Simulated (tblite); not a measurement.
Start geometry of `[n-]1c(C=C)c(F)nc1` from a force field or distance geometry (Å):
```
atom  x, y, z in Å
C1    -2.1858    0.2823   -0.0390
C2    -1.2355   -0.5493    0.3200
C3     0.1959   -0.2759    0.1269
N4     1.1704   -1.1254    0.4925
C5     2.3295   -0.5520    0.1660
N6     2.1140    0.6481   -0.4251
C7     0.7865    0.8359   -0.4535
F8     0.1976    1.9207   -0.9513
H9    -1.9478    1.2229   -0.5124
H10   -3.2516    0.0240    0.1445
H11   -1.5079   -1.4878    0.8006
H12    3.3359   -0.9442    0.3049
```

Problem. What comes out of this run: GFN2-xTB geometry optimisation, gas phase in tblite 0.8.0?

Solution. 
```
atom  x, y, z in Å
C1    -2.2321    0.2649   -0.0268
C2    -1.2104   -0.5250    0.3130
C3     0.1783   -0.2530    0.1139
N4     1.1594   -1.1372    0.5018
C5     2.2852   -0.5419    0.1560
N6     2.1701    0.6638   -0.4310
C7     0.8455    0.8313   -0.4504
F8     0.2959    1.9638   -0.9808
H9    -2.0790    1.2183   -0.5027
H10   -3.2577   -0.0182    0.1605
H11   -1.4070   -1.4798    0.7912
H12    3.2530   -0.9876    0.3293
```

The energy falls by 0.269 eV over 27 L-BFGS steps, the largest force on an atom goes from 2.28 to 0.009 eV/Å, and the atoms move by 0.074 Å rms after alignment. The bond that changes most is C2–C3 (alkene CH carbon to substituted aromatic carbon), which shortens by 0.041 Å. Bonds longer at the end by more than 0.005 Å: 4 of 12; shorter: 6. Among the angles that change most is N4–C5–N6, from 110.4° to 116.5°. Rotational constants go from 3742, 2087, 1340 to 3631, 2073, 1320 MHz. The orientation of the end geometry is arbitrary; only internal coordinates are fixed.

Time: 0.11 s of wall time. Hardware: an Arm Neoverse V2 with one thread, no GPU, shared host with 192 logical CPUs at a one-minute load of 435.

Its GFN2-xTB frequencies are all real (lowest 105 cm⁻¹). 2 starts were optimised and ended at 0.00 and 0.28 kcal/mol (GFN2-xTB); the lowest of these is shown.

One conformer stands for the species.

The numbers are calculated, not measured.
